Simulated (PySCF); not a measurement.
**Zinc: a sound run and one with changed settings**

Sound run: Zn [Ar] 3d10 4s2, Zn+ [Ar] 3d10 4s1. All numbers are calculated (PySCF 2.14, the non-relativistic Hamiltonian (point nucleus), in 6-31G*). In the sound run the correlated levels freeze [Ar]. The sound run starts from symmetry-adapted Hartree-Fock orbitals and uses a fine grid where one is needed.

Changed run: the spin-free X2C one-electron Hamiltonian (Gaussian nucleus). This setting is unsound on purpose.

| species | method | sound run (hartree) | changed run (hartree) | converged |
| --- | --- | --- | --- | --- |
| Zn | UHF | -1777.48110 | -1790.64923 | yes |
| Zn | M06-L | -1778.96326 | -1792.13196 | yes |
| Zn | MN15 | -1779.31087 | -1792.47553 | yes |
| Zn | MP2 | -1777.72777 | -1790.89588 | yes |
| Zn | CCSD(T) | -1777.72146 | -1790.88961 | yes |
| Zn+ | UHF | -1777.20913 | -1790.37328 | yes |
| Zn+ | M06-L | -1778.65268 | -1791.81688 | yes |
| Zn+ | MN15 | -1778.99373 | -1792.15327 | yes |
| Zn+ | MP2 | -1777.42528 | -1790.58920 | yes |
| Zn+ | CCSD(T) | -1777.40969 | -1790.57373 | yes |

Ionisation energy of Zn:

```json
{"method": "UHF", "sound run (eV)": "7.401", "changed run (eV)": "7.509"}
{"method": "M06-L", "sound run (eV)": "8.451", "changed run (eV)": "8.574"}
{"method": "MN15", "sound run (eV)": "8.630", "changed run (eV)": "8.769"}
{"method": "MP2", "sound run (eV)": "8.231", "changed run (eV)": "8.345"}
{"method": "SCS-MP2", "sound run (eV)": "8.291", "changed run (eV)": "8.405"}
{"method": "CCSD", "sound run (eV)": "8.445", "changed run (eV)": "8.557"}
{"method": "CCSD(T)", "sound run (eV)": "8.484", "changed run (eV)": "8.595"}
```

Most of the change in total energy is the relativistic energy itself. On top of that the contraction fixes the core shape for the Hamiltonian it was made with, so the changed run is not a good calculation with the other Hamiltonian either.

For comparison, NIST gives 9.394 eV between the lowest levels.
